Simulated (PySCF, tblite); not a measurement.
C3H9ClOSi2.
SMILES: `C[C@@H]1[SiH2]O[Si@@]1(C)Cl`

Method: PBE0/pcSseg-1 in PySCF (dipole) on a GFN2-xTB geometry, gas phase.

Take the most abundant isotopes and a rigid rotor. 

(1) Give the principal moments of inertia and the rotational constants in MHz.

(2) What kind of rotor is it?

(3) What does the inertial defect say?

(4) Give the other two planar moments, Paa and Pbb, and the rms extents of the mass along the axes.

(5) Give the coordinates in the principal-axis frame, origin at the centre of mass.

(6) Which types of transition are allowed, and where do some lines up to J = 3 fall?

(7) Estimate the classical rotational partition function at 25 K, 200 K and 298.15 K.

Results:

(1) Ia = 254.09, Ib = 443.65, Ic = 502.70 u·Å²; 505379 MHz·u·Å²/I gives A = 1989, B = 1139, C = 1005 MHz.

(2) An asymmetric top. Ray's parameter κ = (2B − A − C)/(A − C) = -0.728; −1 is the prolate and +1 the oblate limit.

(3) Not planar: Δ = Ic − Ia − Ib = -195.04 u·Å². For a rigid frame Δ = −2 Σ m c², so Σ m c² = 97.52 u·Å² lies off the ab plane: 19.48 from hydrogen and 78.04 from heavier atoms. The atom farthest from that plane is 2.27 Å away.

(4) Paa = Σ m a² = (Ib + Ic − Ia)/2 = 346.13 and Pbb = Σ m b² = (Ia + Ic − Ib)/2 = 156.57 u·Å². With the mass M = 151.99 u, the rms extents √(P/M) along a, b and c are 1.51, 1.01, 0.80 Å.

(5) The sense of each axis is arbitrary; atoms in the order of the calculation.
```csv
atom,mass (u),a (Å),b (Å),c (Å)
C1,12.000,-1.847,1.733,-0.913
C2,12.000,-1.075,0.420,-0.907
Si3,27.977,-1.750,-1.054,0.136
O4,15.995,-0.297,-1.053,0.953
Si5,27.977,0.463,0.244,0.237
C6,12.000,0.839,1.607,1.490
Cl7,34.969,2.137,-0.419,-0.653
H8,1.008,-2.121,2.029,0.097
H9,1.008,-1.249,2.533,-1.350
H10,1.008,-2.762,1.636,-1.496
H11,1.008,-0.861,0.142,-1.941
H12,1.008,-1.894,-2.332,-0.538
H13,1.008,-2.794,-0.703,1.085
H14,1.008,-0.067,1.970,1.964
H15,1.008,1.330,2.446,1.009
H16,1.008,1.498,1.238,2.270
```

(6) The dipole components are |μa| = 1.75 D, |μb| = 1.89 D, |μc| = 0.39 D. The squared components, which scale the intensities, stand as 0.85 : 1.00 : 0.04 (a : b : c). Some lines, for components of 0.1 D or more:

| type | branch | J(Ka,Kc) | MHz | lower level (cm⁻¹) |
| --- | --- | --- | --- | --- |
| a | Q | 2(1,1) ← 2(1,2) | 401 | 0.238 |
| c | Q | 3(1,3) ← 3(0,3) | 578 | 0.427 |
| b | Q | 3(1,2) ← 3(0,3) | 1380 | 0.427 |
| c | R | 1(1,0) ← 0(0,0) | 3128 | 0.000 |
| b | Q | 3(2,2) ← 3(1,3) | 3160 | 0.446 |
| a | R | 2(0,2) ← 1(0,1) | 4274 | 0.072 |
| b | Q | 3(3,0) ← 3(2,1) | 4522 | 0.554 |
| a | R | 3(2,1) ← 2(2,0) | 6491 | 0.337 |
| b | R | 3(1,3) ← 2(0,2) | 6955 | 0.214 |
| c | R | 3(1,2) ← 2(0,2) | 7757 | 0.214 |
| b | R | 3(2,2) ← 2(1,1) | 8983 | 0.252 |

(7) Point group C1, symmetry number σ = 1; q = (√π/σ)·√((kT/h)³/(ABC)), k/h = 20836.6 MHz/K: 14000 at 25 K, 316000 at 200 K, 575000 at 298.15 K.

Its GFN2-xTB frequencies are all real (lowest 64 cm⁻¹). No vibrational averaging or centrifugal distortion is included, and the geometry carries the error of its method. A rigid rotor knows nothing of internal rotation, which can split or shift real lines. Quadrupole hyperfine structure (35Cl) is left out.

Hardware: one thread of an Intel Xeon, shared host. Cost: 47 s of wall time (grids of density and orbitals included), 0.84 GiB resident at most. This is the PBE0/pcSseg-1 job that gave the dipole, with the shieldings it also computed.
